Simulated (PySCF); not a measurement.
C₄H₄N₂, SMILES N1=CC=NC1=C. Coordinates come from a B3LYP-D3(BJ)/def2-SVP optimisation.

Computed with B3LYP-D3(BJ)/def2-SVP (PySCF 2.14.0).

Harmonic wavenumbers (cm⁻¹): 234, 373, 550, 735, 762, 773, 898, 905, 928, 956, 962, 983, 988, 1203, 1299, 1340, 1390, 1517, 1631, 1724, 3172, 3189, 3202, 3288. Rotational constants (GHz): 8.764, 4.207, 2.843; symmetry number 2.

Problem. Work out the zero-point energy and the ideal-gas rigid-rotor harmonic-oscillator thermochemistry at 298.15 K and 1 atm.

Solution. ZPE = ½ Σ hcν = ½ × 33003 cm⁻¹ = 197.40 kJ/mol. H − E(el) = 211.75 kJ/mol. Entropy in J/(mol K): translation 163.41, rotation 101.06, vibration 21.56, total 286.03. G − E(el) = 126.47 kJ/mol. Cp = 77.05 J/(mol K).
